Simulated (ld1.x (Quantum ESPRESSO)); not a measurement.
**Ir (Z = 77), ultrasoft: configuration errors across variants**

ld1.x (Quantum ESPRESSO) 7.5 input, shortened:

```
&input
   title='Ir', zed=77., rel=1, dft='PZ', iswitch=3,
   config='[Xe] 4f14 5d7 6s2 6p0'
 /
 &inputp
   pseudotype=3, tm=.true., lloc=-1, rcloc=2.25,
   nlcc=.true., rcore=1.30
 /
6
6S  1  0   2.00   0.00  1.90  2.60  0.0
6S  1  0   0.00   2.55  1.90  2.60  0.0
5P  2  1   6.00   0.00  1.50  1.70  0.0
6P  3  1   0.00   0.00  1.50  1.70  0.0
5D  3  2   7.00   0.00  1.25  1.65  0.0
5D  3  2   0.00   1.55  1.25  1.65  0.0
 &test
   configts(1)='5p6 5d7 6s2 6p0'
 /
```

All-electron excitation energies from the reference (eV): (1) 5p6 5d7 6s1 6p0 10.185; (2) 5p6 5d7 6s0 6p0 28.035; (3) 5p6 5d6 6s0 6p0 58.877.

Tests that are not counted but printed errors over 1 eV. “waves 5p (bound): rcut 1.50, rcutus 2.50 bohr; 6p (bound): rcut 1.50, rcutus 2.50 bohr”: 5p6 5d5 6s0 6p0 (solver errors, printed error -1193 eV).

Errors AE − PS in meV (a dash: test not solved or not reliable):

| change | (1) | (2) | (3) | bound ghosts |
| --- | --- | --- | --- | --- |
| base | -6.5 | -25 | -15 | not determined |
| waves 5p (bound): rcut 1.28, rcutus 1.36 bohr; 6p (bound): rcut 1.28, rcutus 1.36 bohr | -6.6 | -25 | -17 | not determined |
| waves 5p (bound): rcut 1.50, rcutus 2.02 bohr; 6p (bound): rcut 1.50, rcutus 2.02 bohr | -6.7 | -25 | -23 | not determined |
| waves 5p (bound): rcut 1.50, rcutus 2.16 bohr; 6p (bound): rcut 1.50, rcutus 2.16 bohr | -6.7 | -25 | -24 | not determined |
| waves 5p (bound): rcut 1.50, rcutus 2.50 bohr; 6p (bound): rcut 1.50, rcutus 2.50 bohr | -6.8 | -26 | -23 | not determined |

Task: Give the same row for: waves 5p (bound): rcut 1.06, rcutus 1.12 bohr; 6p (bound): rcut 1.06, rcutus 1.12 bohr.

Result: -6.2, -24, -11; bound ghosts: none.
